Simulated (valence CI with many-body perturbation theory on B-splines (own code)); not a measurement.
# E1 line list for Ho60+

Calculated by valence CI with perturbative core correlation (CI+MBPT): five valence electrons over a frozen Dirac-Fock core [He], radial functions for each j: 9 s, 9 p, 8 d, 6 f, 3 g, 1 h, with the one-electron correlation potential Σ1 (screened to all orders), the two-electron term Σ2, the three-electron term Σ3, Breit, model QED; selected single and double excitations, second order for the rest (own B-spline code, finite nucleus).

No measured spectrum was set against this ion. As an estimate, large intervals hold to a few tenths of a per cent, small ones and those within an open d or f shell to about a per cent. Among the levels kept, up to 1100 cm⁻¹ of a level comes from second order outside the variational space, and about a tenth of that is noise between levels of different J, which matters for small intervals.

Lines 151 to 200 of 252 in falling wavelength, among levels below 651.88 Ry, chosen from the strongest by gf and those to the six lowest levels. Wavelengths and rates use the calculated energies. Electric multipoles are in the length gauge, E1 and E2 with the static RPA response of the core. Weak lines are less certain than strong ones. Lines between different terms over intervals too small for the method are left out, as are lines whose strength nearly cancels. The highest levels of a list are the least certain.

Levels are named by their leading jj configuration (3d3/2^4 stands for four electrons in 3d with j = 3/2), which in mixed levels can hold well under half, so a name can repeat and another be missing. Letters in brackets count levels of one name in rising energy.

```tsv
λ vac (Å)	Upper	Lower	A (s⁻¹)	S (a.u.)
1.721	(2s^2 2p1/2 2p3/2 3p3/2) J=3/2 [b]	(2s 2p1/2^2 2p3/2^2) J=1/2	1.08e+12	1.09e-05
1.721	(2s^2 2p1/2 2p3/2 3s) J=3/2 [b]	(2s^2 2p1/2 2p3/2^2) J=5/2	9.88e+13	9.94e-04
1.719	(2s^2 2p1/2 2p3/2 3s) J=1/2	(2s^2 2p1/2 2p3/2^2) J=3/2	1.16e+14	5.84e-04
1.717	(2s^2 2p1/2 2p3/2 3s) J=5/2	(2s^2 2p1/2 2p3/2^2) J=3/2	4.62e+12	6.92e-05
1.715	(2s^2 2p1/2 2p3/2 3s) J=3/2 [b]	(2s^2 2p1/2 2p3/2^2) J=3/2	1.88e+13	1.87e-04
1.715	(2s^2 2p1/2 2p3/2 3p3/2) J=1/2 [b]	(2s 2p1/2^2 2p3/2^2) J=1/2	5.90e+11	2.94e-06
1.709	(2s 2p1/2^2 2p3/2 3s) J=3/2 [b]	(2s 2p1/2^2 2p3/2^2) J=5/2	7.49e+12	7.38e-05
1.707	(2s^2 2p1/2 2p3/2 3p3/2) J=5/2 [a]	(2s 2p1/2^2 2p3/2^2) J=5/2	2.50e+12	3.69e-05
1.706	(2s^2 2p1/2 2p3/2 3p3/2) J=3/2 [a]	(2s 2p1/2^2 2p3/2^2) J=5/2	6.02e+11	5.90e-06
1.704	(2s^2 2p1/2 2p3/2 3p3/2) J=7/2	(2s 2p1/2^2 2p3/2^2) J=5/2	1.34e+10	2.61e-07
1.699	(2s^2 2p1/2 2p3/2 3p3/2) J=3/2 [b]	(2s 2p1/2^2 2p3/2^2) J=5/2	4.43e+12	4.29e-05
1.655	(2s 2p1/2^2 2p3/2 3p1/2) J=3/2 [a]	(2s^2 2p1/2 2p3/2^2) J=1/2	9.83e+10	8.79e-07
1.648	(2s 2p1/2^2 2p3/2 3d3/2) J=3/2 [a]	(2s 2p1/2^2 2p3/2^2) J=1/2	5.13e+13	4.53e-04
1.648	(2s 2p1/2^2 2p3/2 3d3/2) J=1/2	(2s 2p1/2^2 2p3/2^2) J=3/2	5.87e+13	2.59e-04
1.647	(2s 2p1/2^2 2p3/2 3d3/2) J=1/2	(2s 2p1/2^2 2p3/2^2) J=1/2	2.57e+13	1.13e-04
1.645	(2s 2p1/2^2 2p3/2 3p1/2) J=3/2 [a]	(2s^2 2p1/2 2p3/2^2) J=5/2	1.55e+10	1.36e-07
1.645	(2s 2p1/2^2 2p3/2 3p1/2) J=5/2	(2s^2 2p1/2 2p3/2^2) J=5/2	8.42e+10	1.11e-06
1.640	(2s 2p1/2^2 2p3/2 3p1/2) J=3/2 [a]	(2s^2 2p1/2 2p3/2^2) J=3/2	1.26e+12	1.09e-05
1.638	(2s 2p1/2^2 2p3/2 3p1/2) J=1/2	(2s^2 2p1/2 2p3/2^2) J=1/2	2.45e+12	1.06e-05
1.638	(2s 2p1/2^2 2p3/2 3p1/2) J=3/2 [b]	(2s^2 2p1/2 2p3/2^2) J=1/2	1.08e+12	9.35e-06
1.635	(2s^2 2p1/2 2p3/2 3d3/2) J=3/2 [a]	(2s^2 2p1/2 2p3/2^2) J=1/2	3.63e+13	3.14e-04
1.634	(2s^2 2p1/2 2p3/2 3d3/2) J=1/2 [a]	(2s^2 2p1/2 2p3/2^2) J=1/2	4.47e+13	1.92e-04
1.633	(2s 2p1/2^2 2p3/2 3d3/2) J=3/2 [b]	(2s 2p1/2^2 2p3/2^2) J=1/2	6.70e+12	5.76e-05
1.630	(2s 2p1/2^2 2p3/2 3d5/2) J=5/2	(2s 2p1/2^2 2p3/2^2) J=3/2	1.14e+14	1.46e-03
1.629	(2s 2p1/2^2 2p3/2 3d3/2) J=5/2 [a]	(2s 2p1/2^2 2p3/2^2) J=5/2	8.54e+13	1.09e-03
1.628	(2s 2p1/2^2 2p3/2 3p1/2) J=3/2 [b]	(2s^2 2p1/2 2p3/2^2) J=5/2	3.19e+11	2.72e-06
1.628	(2s 2p1/2^2 2p3/2 3d3/2) J=3/2 [a]	(2s 2p1/2^2 2p3/2^2) J=5/2	1.52e+14	1.29e-03
1.627	(2s 2p1/2^2 2p3/2 3d3/2) J=7/2	(2s 2p1/2^2 2p3/2^2) J=5/2	3.89e+12	6.61e-05
1.627	(2s^2 2p1/2 2p3/2 3d3/2) J=3/2 [b]	(2s^2 2p1/2 2p3/2^2) J=1/2	4.26e+13	3.62e-04
1.626	(2s^2 2p1/2 2p3/2 3d3/2) J=3/2 [a]	(2s^2 2p1/2 2p3/2^2) J=5/2	4.13e+13	3.50e-04
1.625	(2s^2 2p1/2 2p3/2 3d3/2) J=5/2 [a]	(2s^2 2p1/2 2p3/2^2) J=5/2	6.44e+13	8.18e-04
1.625	(2s^2 2p1/2 2p3/2 3d3/2) J=1/2 [b]	(2s^2 2p1/2 2p3/2^2) J=1/2	3.48e+13	1.48e-04
1.624	(2s^2 2p1/2^2 3d3/2) J=3/2	(2s^2 2p1/2^2 2p3/2) J=3/2	1.70e+14	1.44e-03
1.624	(2s 2p1/2^2 2p3/2 3p1/2) J=1/2	(2s^2 2p1/2 2p3/2^2) J=3/2	2.63e+12	1.11e-05
1.623	(2s 2p1/2^2 2p3/2 3p1/2) J=3/2 [b]	(2s^2 2p1/2 2p3/2^2) J=3/2	3.79e+12	3.20e-05
1.622	(2s^2 2p1/2 2p3/2 3d3/2) J=7/2	(2s^2 2p1/2 2p3/2^2) J=5/2	1.19e+13	2.01e-04
1.621	(2s^2 2p1/2 2p3/2 3d3/2) J=3/2 [a]	(2s^2 2p1/2 2p3/2^2) J=3/2	8.09e+13	6.80e-04
1.621	(2s^2 2p1/2 2p3/2 3d3/2) J=5/2 [a]	(2s^2 2p1/2 2p3/2^2) J=3/2	3.66e+10	4.61e-07
1.620	(2s^2 2p1/2 2p3/2 3d3/2) J=1/2 [a]	(2s^2 2p1/2 2p3/2^2) J=3/2	9.15e+13	3.84e-04
1.619	(2s^2 2p1/2 2p3/2 3d3/2) J=5/2 [b]	(2s^2 2p1/2 2p3/2^2) J=5/2	1.42e+13	1.78e-04
1.618	(2s^2 2p1/2 2p3/2 3d5/2) J=3/2 [a]	(2s^2 2p1/2 2p3/2^2) J=1/2	6.81e+13	5.69e-04
1.618	(2s^2 2p1/2 2p3/2 3d3/2) J=3/2 [b]	(2s^2 2p1/2 2p3/2^2) J=5/2	1.23e+14	1.03e-03
1.614	(2s^2 2p1/2 2p3/2 3d3/2) J=5/2 [b]	(2s^2 2p1/2 2p3/2^2) J=3/2	4.21e+12	5.25e-05
1.614	(2s 2p1/2^2 2p3/2 3d3/2) J=3/2 [b]	(2s 2p1/2^2 2p3/2^2) J=5/2	9.12e+13	7.56e-04
1.613	(2s^2 2p1/2 2p3/2 3d3/2) J=3/2 [b]	(2s^2 2p1/2 2p3/2^2) J=3/2	6.93e+11	5.74e-06
1.612	(2s^2 2p1/2 2p3/2 3d5/2) J=7/2 [a]	(2s^2 2p1/2 2p3/2^2) J=5/2	2.66e+13	4.39e-04
1.611	(2s 2p1/2^2 2p3/2 3d3/2) J=5/2 [b]	(2s 2p1/2^2 2p3/2^2) J=5/2	3.16e+13	3.92e-04
1.611	(2s^2 2p1/2 2p3/2 3d5/2) J=3/2 [b]	(2s^2 2p1/2 2p3/2^2) J=1/2	9.02e+14	7.45e-03
1.611	(2s^2 2p1/2 2p3/2 3d3/2) J=1/2 [b]	(2s^2 2p1/2 2p3/2^2) J=3/2	9.85e+13	4.07e-04
1.611	(2s 2p1/2^2 2p3/2 3d5/2) J=5/2	(2s 2p1/2^2 2p3/2^2) J=5/2	6.96e+14	8.61e-03
```
